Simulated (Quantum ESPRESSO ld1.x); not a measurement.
Nd III, 58 electrons, occupied as [Xe] 4f2 6p2 (not the ground configuration).

All-electron calculation, Dirac Kohn-Sham, LDA (Slater exchange, Perdew-Zunger correlation), spin-unpolarised, spherical densities, point nucleus; open shells are shared between the two j in proportion to 2j + 1. Program: ld1.x of Quantum ESPRESSO 7.5.

Energy parts (eV):
total: -261813
kinetic: 282323
electron-nucleus: -637956
Hartree: 99663
exchange-correlation: -5843

Orbitals (lengths in bohr, moments of r in powers of bohr):
[
 {"orbital": "1s1/2", "occ.": "2", "eigenvalue (eV)": "-43354.6", "<r>": "0.02365"},
 {"orbital": "2s1/2", "occ.": "2", "eigenvalue (eV)": "-7040.78", "<r>": "0.1006"},
 {"orbital": "2p1/2", "occ.": "2", "eigenvalue (eV)": "-6665.25", "<r>": "0.08426"},
 {"orbital": "2p3/2", "occ.": "4", "eigenvalue (eV)": "-6145.94", "<r>": "0.09067"},
 {"orbital": "3s1/2", "occ.": "2", "eigenvalue (eV)": "-1557.24", "<r>": "0.2663"},
 {"orbital": "3p1/2", "occ.": "2", "eigenvalue (eV)": "-1396.61", "<r>": "0.2559"},
 {"orbital": "3p3/2", "occ.": "4", "eigenvalue (eV)": "-1293.04", "<r>": "0.2684"},
 {"orbital": "3d3/2", "occ.": "4", "eigenvalue (eV)": "-1012.31", "<r>": "0.2396"},
 {"orbital": "3d5/2", "occ.": "6", "eigenvalue (eV)": "-989.911", "<r>": "0.2435"},
 {"orbital": "4s1/2", "occ.": "2", "eigenvalue (eV)": "-338.219", "<r>": "0.6052"},
 {"orbital": "4p1/2", "occ.": "2", "eigenvalue (eV)": "-277.451", "<r>": "0.6205"},
 {"orbital": "4p3/2", "occ.": "4", "eigenvalue (eV)": "-254.529", "<r>": "0.6484"},
 {"orbital": "4d3/2", "occ.": "4", "eigenvalue (eV)": "-154.277", "<r>": "0.6927"},
 {"orbital": "4d5/2", "occ.": "6", "eigenvalue (eV)": "-150.173", "<r>": "0.7024"},
 {"orbital": "4f5/2", "occ.": "0.857143", "eigenvalue (eV)": "-34.8295", "<r>": "0.9017"},
 {"orbital": "4f7/2", "occ.": "1.14286", "eigenvalue (eV)": "-34.3149", "<r>": "0.9091"},
 {"orbital": "5s1/2", "occ.": "2", "eigenvalue (eV)": "-67.8848", "<r>": "1.403"},
 {"orbital": "5p1/2", "occ.": "2", "eigenvalue (eV)": "-50.2266", "<r>": "1.544"},
 {"orbital": "5p3/2", "occ.": "4", "eigenvalue (eV)": "-46.4692", "<r>": "1.617"},
 {"orbital": "6p1/2", "occ.": "0.666667", "eigenvalue (eV)": "-14.2201", "<r>": "3.746"},
 {"orbital": "6p3/2", "occ.": "1.33333", "eigenvalue (eV)": "-13.5841", "<r>": "3.884"}
]

The highest occupied level is 6p3/2 at -13.584 eV. Summed over all electrons, <r^2> = 67.11 bohr^2, which gives a Langevin (diamagnetic) susceptibility term of -53.2 x 10^-6 cm^3/mol.

Run on one thread of a shared host, so times are rough (Intel(R) Xeon(R) Processor @ 2.60GHz): 0.72 s of CPU time, 0.75 s wall, 21 iterations on 2089 mesh points.
